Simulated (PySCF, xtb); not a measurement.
C₄H₇O, SMILES [CH2]C(=O)CC, multiplicity 2. Other conformers were not sampled.

Harmonic wavenumbers (cm⁻¹) from GFN2-xTB (xtb) at its own minimum, in rising order: 71, 196, 223, 318, 413, 473, 512, 711, 824, 834, 972, 1031, 1056, 1078, 1209, 1242, 1293, 1384, 1406, 1468, 1492, 1498, 1569, 2982, 3010, 3031, 3034, 3044, 3107, 3159.

What does PBE-D3(BJ)/def2-SVP (PySCF 2.14.0) give at its own minimum? (An estimate is asked for; the answer gives what the named calculation found.)

61, 199, 245, 327, 397, 471, 577, 689, 757, 787, 936, 997, 1017, 1072, 1174, 1213, 1317, 1345, 1377, 1400, 1411, 1419, 1599, 2955, 2986, 2993, 3073, 3076, 3079, 3202. Paired by order, the mean absolute difference is 34 cm⁻¹ and the zero-point energies are 61.0 and 60.3 kcal/mol.
